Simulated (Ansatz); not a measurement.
Born–Oppenheimer molecular dynamics of Cl₂FHSi (5 atoms, charge 0, multiplicity 1). It starts at the highest image of a converged band. Of that band: Neighbouring images differ by up to 1.4 eV, so the band resolves the path poorly. A vibrational analysis at the climbing image gives one clearly imaginary mode, 1154i cm⁻¹: a first-order saddle point.

Computed with Ansatz, RKS PBE/def2-SVPD.

```json
{
  "ensemble": "NVE (velocity Verlet)",
  "time step": "0.5 fs",
  "steps asked": "200",
  "starting velocities drawn for": "300 K",
  "seed": "2289"
}
```

First frame:

```xyz
5
Properties=species:S:1:pos:R:3
Si -0.347 0.000 0.369
H 1.000 0.000 1.339
F 1.643 0.000 0.301
Cl -0.842 1.667 -0.788
Cl -0.842 -1.667 -0.788
```

Question: How far do the bonds stretch over the last three quarters of this one trajectory? (Pairs bonded in most of those frames.)

Answer: 
| bond | mean (Å) | spread (Å) | shortest | longest |
| --- | --- | --- | --- | --- |
| Si1–H2 | 1.625 | 0.142 | 1.34 | 1.85 |
| Si1–F3 | 1.681 | 0.114 | 1.50 | 1.87 |
| Si1–Cl4 | 2.126 | 0.110 | 1.95 | 2.29 |
| Si1–Cl5 | 2.110 | 0.098 | 1.97 | 2.26 |

Pairs bonded in part of these frames only: Si1–H2 79 %.

Mean temperature of the second half: 3359 K. The conserved energy stayed within 0.59 meV per atom of its start (net change 0.055 meV per atom), so the integration is sound. The kinetic energy rose, since the run started high on the potential surface and went downhill. A run of 0.1 ps of so small a system gives no equilibrium averages. The orbitals stay closed-shell, which can raise the energy where a bond breaks towards radicals; this wasn't checked here.

Run time: 2.6 min on 4 threads of Arm Neoverse V2 (shared host), peak memory 0.17 GiB.
